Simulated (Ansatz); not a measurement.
Input for Ansatz (a first-principles code): U-B3LYP-D3(BJ)/def2-TZVP on CrH2O2 (SMILES [OH][Cr][OH]), 2S+1 = 5, a spin state set in the input, which need not be the lowest.

Ansatz 0.2 input:
```yaml
crystal:
  periodic: [false, false, false]
  atoms:
    - {symbol: Cr, position_ang: [0.08594921, -0.20705018, 0.05673449]}
    - {symbol: O, position_ang: [1.40607633, -0.02568683, -1.06356586]}
    - {symbol: H, position_ang: [1.74240574, 0.68520861, -1.69378826]}
    - {symbol: O, position_ang: [-1.27271900, -0.43570632, 1.19417548]}
    - {symbol: H, position_ang: [-2.01548343, 0.01308128, 1.44922993]}
basis:
  gaussian:
    orbitals: def2-TZVP
hamiltonian:
  xc: b3lyp
  dispersion: d3bj
magnetization: {spin_polarized: true, initial_magnetization: 4}
relax: {f_tol: 0.005, max_steps: 120}
```

It printed:

```
WARN ansatz: RAYON_NUM_THREADS=1 ignored (pool sized by the plan → 1); use --threads N
Functional definition: B3LYP
integrals: 0.04 GiB planned
876 factors; their error is unknown
mean field: 0.51 GiB planned
mean field evaluation 1: about -32539.1603 eV, gradient 6.1e1 eV
mean field evaluation 2: about -32497.8339 eV, gradient 1.2e2 eV
mean field evaluation 4: about -32550.5337 eV, gradient 1.1e1 eV
mean field evaluation 8: about -32550.9133 eV, gradient 4.8e-1 eV
mean field evaluation 16: about -32551.8679 eV, gradient 2.7e-3 eV
mean field evaluation 32: about -32551.3820 eV, gradient 5.5e0 eV
mean field -32551.86784149 eV, -1196.2590787264 hartree, gradient 1.7e-5 eV, S^2 6.028227; 6 other end points of the search recorded, 0 dependent functions left out
the calculation of the forces begins
reference -32551.86807955 eV, -1196.2590874747 hartree; 23, 19 occupied and 96, 100 virtual orbitals, 876 factors
relax step   1: F+E_penalty+E_count = -32551.98050233 eV  Δ(F+E_penalty+E_count) = +0.000e0 eV  max|allowed force component| = 2.789e0 eV/Å  Δτ_max = 0.0000 Å  (145 SCF iters, accepted)
these checks for a lower state are left out or cut short: starts, cluster_reference, orbital_swaps, neighbouring_geometries, increment
integrals: 0.04 GiB planned
876 factors; their error is unknown
mean field: 0.50 GiB planned
mean field -32551.85618264 eV, -1196.2586502716 hartree, gradient 1.2e-5 eV, S^2 6.030816; 0 other end points of the search recorded, 0 dependent functions left out
the calculation of the forces begins
reference -32551.85642412 eV, -1196.2586591455 hartree; 23, 19 occupied and 96, 100 virtual orbitals, 876 factors
relax step   2: F+E_penalty+E_count = -32551.96812830 eV  Δ(F+E_penalty+E_count) = +1.237e-2 eV  max|allowed force component| = 2.706e0 eV/Å  Δτ_max = 0.1949 Å  (79 SCF iters, rejected (line search))
these checks for a lower state are left out or cut short: starts, cluster_reference, orbital_swaps, neighbouring_geometries, increment
integrals: 0.04 GiB planned
876 factors; their error is unknown
mean field: 0.50 GiB planned
mean field -32552.07909641 eV, -1196.2668422014 hartree, gradient 2.9e-6 eV, S^2 6.032733; 0 other end points of the search recorded, 0 dependent functions left out
the calculation of the forces begins
reference -32552.07933679 eV, -1196.2668510354 hartree; 23, 19 occupied and 96, 100 virtual orbitals, 876 factors
relax step   3: F+E_penalty+E_count = -32552.19096897 eV  Δ(F+E_penalty+E_count) = -2.105e-1 eV  max|allowed force component| = 4.236e-1 eV/Å  Δτ_max = 0.0946 Å  (103 SCF iters, accepted)
these checks for a lower state are left out or cut short: starts, cluster_reference, orbital_swaps, neighbouring_geometries, increment
integrals: 0.04 GiB planned
876 factors; their error is unknown
mean field: 0.50 GiB planned
mean field evaluation 64: about -32551.9612 eV, gradient 3.1e-1 eV
mean field -32552.09117789 eV, -1196.2672861877 hartree, gradient 6.5e-6 eV, S^2 6.035053; 0 other end points of the search recorded, 0 dependent functions left out
the calculation of the forces begins
reference -32552.09141870 eV, -1196.2672950370 hartree; 23, 19 occupied and 96, 100 virtual orbitals, 876 factors
relax step   4: F+E_penalty+E_count = -32552.20316124 eV  Δ(F+E_penalty+E_count) = -1.219e-2 eV  max|allowed force component| = 1.884e-1 eV/Å  Δτ_max = 0.1000 Å  (78 SCF iters, accepted)
these checks for a lower state are left out or cut short: starts, cluster_reference, orbital_swaps, neighbouring_geometries, increment
integrals: 0.04 GiB planned
876 factors; their error is unknown
mean field: 0.50 GiB planned
mean field -32552.10040304 eV, -1196.2676252054 hartree, gradient 1.3e-5 eV, S^2 6.033946; 0 other end points of the search recorded, 0 dependent functions left out
the calculation of the forces begins
reference -32552.10064415 eV, -1196.2676340661 hartree; 23, 19 occupied and 96, 100 virtual orbitals, 876 factors
relax step   5: F+E_penalty+E_count = -32552.21229826 eV  Δ(F+E_penalty+E_count) = -9.137e-3 eV  max|allowed force component| = 3.563e-2 eV/Å  Δτ_max = 0.0650 Å  (72 SCF iters, accepted)
these checks for a lower state are left out or cut short: starts, cluster_reference, orbital_swaps, neighbouring_geometries, increment
integrals: 0.04 GiB planned
876 factors; their error is unknown
mean field: 0.50 GiB planned
mean field -32552.10422479 eV, -1196.2677656523 hartree, gradient 1.3e-5 eV, S^2 6.033379; 0 other end points of the search recorded,
[...]
nt = -32552.22321857 eV  Δ(F+E_penalty+E_count) = -5.211e-4 eV  max|allowed force component| = 3.324e-1 eV/Å  Δτ_max = 0.1439 Å  (64 SCF iters, accepted)
these checks for a lower state are left out or cut short: starts, cluster_reference, orbital_swaps, neighbouring_geometries, increment
integrals: 0.04 GiB planned
876 factors; their error is unknown
mean field: 0.50 GiB planned
mean field -32552.12045033 eV, -1196.2683619301 hartree, gradient 9.8e-6 eV, S^2 6.031729; 0 other end points of the search recorded, 0 dependent functions left out
the calculation of the forces begins
reference -32552.12069335 eV, -1196.2683708609 hartree; 23, 19 occupied and 96, 100 virtual orbitals, 876 factors
relax step   9: F+E_penalty+E_count = -32552.23301208 eV  Δ(F+E_penalty+E_count) = -9.794e-3 eV  max|allowed force component| = 9.445e-2 eV/Å  Δτ_max = 0.0403 Å  (59 SCF iters, accepted)
these checks for a lower state are left out or cut short: starts, cluster_reference, orbital_swaps, neighbouring_geometries, increment
integrals: 0.04 GiB planned
876 factors; their error is unknown
mean field: 0.51 GiB planned
mean field evaluation 128: about -32551.9955 eV, gradient 4.4e-2 eV
mean field -32552.12297851 eV, -1196.2684548387 hartree, gradient 6.6e-6 eV, S^2 6.030285; 0 other end points of the search recorded, 0 dependent functions left out
the calculation of the forces begins
reference -32552.12322134 eV, -1196.2684637626 hartree; 23, 19 occupied and 96, 100 virtual orbitals, 876 factors
relax step  10: F+E_penalty+E_count = -32552.23576009 eV  Δ(F+E_penalty+E_count) = -2.748e-3 eV  max|allowed force component| = 4.107e-2 eV/Å  Δτ_max = 0.0311 Å  (61 SCF iters, accepted)
these checks for a lower state are left out or cut short: starts, cluster_reference, orbital_swaps, neighbouring_geometries, increment
integrals: 0.04 GiB planned
876 factors; their error is unknown
mean field: 0.50 GiB planned
mean field -32552.12266255 eV, -1196.2684432276 hartree, gradient 1.6e-5 eV, S^2 6.030091; 0 other end points of the search recorded, 0 dependent functions left out
the calculation of the forces begins
reference -32552.12290525 eV, -1196.2684521464 hartree; 23, 19 occupied and 96, 100 virtual orbitals, 876 factors
relax step  11: F+E_penalty+E_count = -32552.23551858 eV  Δ(F+E_penalty+E_count) = +2.415e-4 eV  max|allowed force component| = 7.814e-2 eV/Å  Δτ_max = 0.0261 Å  (62 SCF iters, rejected (line search))
these checks for a lower state are left out or cut short: starts, cluster_reference, orbital_swaps, neighbouring_geometries, increment
integrals: 0.04 GiB planned
876 factors; their error is unknown
mean field: 0.51 GiB planned
mean field -32552.12368164 eV, -1196.2684806783 hartree, gradient 1.8e-5 eV, S^2 6.030282; 0 other end points of the search recorded, 0 dependent functions left out
the calculation of the forces begins
reference -32552.12392450 eV, -1196.2684896033 hartree; 23, 19 occupied and 96, 100 virtual orbitals, 876 factors
relax step  12: F+E_penalty+E_count = -32552.23654239 eV  Δ(F+E_penalty+E_count) = -7.823e-4 eV  max|allowed force component| = 1.764e-2 eV/Å  Δτ_max = 0.0128 Å  (58 SCF iters, accepted)
these checks for a lower state are left out or cut short: starts, cluster_reference, orbital_swaps, neighbouring_geometries, increment
integrals: 0.04 GiB planned
876 factors; their error is unknown
mean field: 0.51 GiB planned
mean field evaluation 160: about -32552.1244 eV, gradient 1.6e-5 eV
mean field -32552.12442399 eV, -1196.2685079592 hartree, gradient 1.6e-5 eV, S^2 6.030240; 0 other end points of the search recorded, 0 dependent functions left out
the calculation of the forces begins
reference -32552.12466693 eV, -1196.2685168872 hartree; 23, 19 occupied and 96, 100 virtual orbitals, 876 factors
relax step  13: F+E_penalty+E_count = -32552.23740968 eV  Δ(F+E_penalty+E_count) = -8.673e-4 eV  max|allowed force component| = 1.475e-2 eV/Å  Δτ_max = 0.0180 Å  (57 SCF iters, accepted)
these checks for a lower state are left out or cut short: starts, cluster_reference, orbital_swaps, neighbouring_geometries, increment
integrals: 0.04 GiB planned
876 factors; their error is unknown
mean field: 0.51 GiB planned
mean field -32552.12511567 eV, -1196.2685333781 hartree, gradient 1.3e-5 eV, S^2 6.029721; 0 other end points of the search recorded, 0 dependent functions left out
the calculation of the forces begins
reference -32552.12535868 eV, -1196.2685423085 hartree; 23, 19 occupied and 96, 100 virtual orbitals, 876 factors
relax step  14: F+E_penalty+E_count = -32552.23848124 eV  Δ(F+E_penalty+E_count) = -1.072e-3 eV  max|allowed force component| = 4.200e-2 eV/Å  Δτ_max = 0.0575 Å  (51 SCF iters, accepted)
these checks for a lower state are left out or cut short: starts, cluster_reference, orbital_swaps, neighbouring_geometries, increment
integrals: 0.04 GiB planned
876 factors; their error is unknown
mean field: 0.51 GiB planned
mean field -32552.12519054 eV, -1196.2685361294 hartree, gradient 1.5e-5 eV, S^2 6.029760; 0 other end points of the search recorded, 0 dependent functions left out
the calculation of the forces begins
reference -32552.12543352 eV, -1196.2685450589 hartree; 23, 19 occupied and 96, 100 virtual orbitals, 876 factors
relax step  15: F+E_penalty+E_count = -32552.23854305 eV  Δ(F+E_penalty+E_count) = -6.181e-5 eV  max|allowed force component| = 1.312e-2 eV/Å  Δτ_max = 0.0064 Å  (56 SCF iters, accepted)
these checks for a lower state are left out or cut short: starts, cluster_reference, orbital_swaps, neighbouring_geometries, increment
integrals: 0.04 GiB planned
876 factors; their error is unknown
mean field: 0.51 GiB planned
mean field -32552.12516524 eV, -1196.2685351995 hartree, gradient 1.4e-5 eV, S^2 6.029694; 0 other end points of the search recorded, 0 dependent functions left out
the calculation of the forces begins
reference -32552.12540826 eV, -1196.2685441303 hartree; 23, 19 occupied and 96, 100 virtual orbitals, 876 factors
relax step  16: F+E_penalty+E_count = -32552.23853161 eV  Δ(F+E_penalty+E_count) = +1.144e-5 eV  max|allowed force component| = 6.631e-3 eV/Å  Δτ_max = 0.0036 Å  (57 SCF iters, rejected (line search))
these checks for a lower state are left out or cut short: starts, cluster_reference, orbital_swaps, neighbouring_geometries, increment
integrals: 0.04 GiB planned
876 factors; their error is unknown
mean field: 0.51 GiB planned
mean field -32552.12519633 eV, -1196.2685363421 hartree, gradient 2.6e-5 eV, S^2 6.029720; 0 other end points of the search recorded, 0 dependent functions left out
the calculation of the forces begins
reference -32552.12543931 eV, -1196.2685452717 hartree; 23, 19 occupied and 96, 100 virtual orbitals, 876 factors
relax step  17: F+E_penalty+E_count = -32552.23855065 eV  Δ(F+E_penalty+E_count) = -7.606e-6 eV  max|allowed force component| = 3.136e-3 eV/Å  Δτ_max = 0.0014 Å  (44 SCF iters, accepted)
integrals: 0.04 GiB planned
876 factors; their error is unknown
mean field: 0.51 GiB planned
mean field evaluation 192: about -32552.1252 eV, gradient 2.7e-5 eV
mean field -32552.12519633 eV, -1196.2685363421 hartree, gradient 2.7e-5 eV, S^2 6.029720; 5 other end points of the search recorded, 0 dependent functions left out
the calculation of the forces begins
reference -32552.12543931 eV, -1196.2685452717 hartree; 23, 19 occupied and 96, 100 virtual orbitals, 876 factors
Total energy: -32552.23879364 eV, -1196.2727109663 hartree
Atom 0 at     0.333208    -0.232854     0.351783 Å, force    -0.000657    -0.000322     0.001436 eV/Å
Atom 1 at     1.353774    -0.065291    -1.132753 Å, force     0.000816     0.001395    -0.002125 eV/Å
Atom 2 at     1.543578     0.717316    -1.656244 Å, force    -0.000050    -0.001128     0.000694 eV/Å
Atom 3 at    -1.297667    -0.512058     1.083948 Å, force    -0.003136     0.003059     0.001109 eV/Å
Atom 4 at    -1.986665     0.122733     1.296051 Å, force     0.003028    -0.003005    -0.001114 eV/Å
Dipole moment:     0.041714     0.473599     0.145174 e Å
```

The run converged.

Cost: roughly 80 core-seconds.
